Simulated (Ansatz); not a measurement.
Relaxation of FH4OSSi (8 atoms, charge 1, multiplicity 1), to a largest force component of 0.015 eV/Å in at most 40 steps.

The calculation used RKS LDA/6-31G* (Ansatz 0.2.0).

```xyz
8
Properties=species:S:1:pos:R:3
O 0.042 1.130 -0.932
Si 0.453 0.547 0.478
F -0.697 0.727 1.551
S 0.056 -1.702 -0.056
H -0.030 2.019 -1.288
H 1.768 0.580 1.042
H 1.215 -1.937 -0.683
H 0.483 -2.233 1.098
```

Problem. Where does it end, and by what steps?

Solution. The forces met the threshold. After 11 steps the energy has fallen by 0.129 eV; H7 moved furthest, 0.20 Å.

```csv
step,energy less start (eV),largest force component (eV/Å),accepted
0,0.0000,1.778,yes
1,-0.0515,0.389,yes
2,-0.1030,0.426,yes
3,-0.1131,0.300,yes
4,-0.1172,0.530,yes
5,-0.1273,0.141,yes
6,-0.1284,0.017,yes
7,-0.1286,0.033,yes
8,-0.1287,0.042,yes
9,-0.1288,0.039,yes
10,-0.1288,0.016,yes
11,-0.1289,0.013,yes
```

```xyz
8
Properties=species:S:1:pos:R:3
O 0.096 1.026 -0.978
Si 0.384 0.527 0.518
F -0.741 0.753 1.600
S 0.023 -1.666 0.010
H 0.085 1.951 -1.300
H 1.743 0.670 1.095
H 1.090 -1.859 -0.824
H 0.611 -2.271 1.088
```

The run took 25 s on 1 thread of Arm Neoverse V1, with other jobs on the host, peak memory 0.14 GiB.
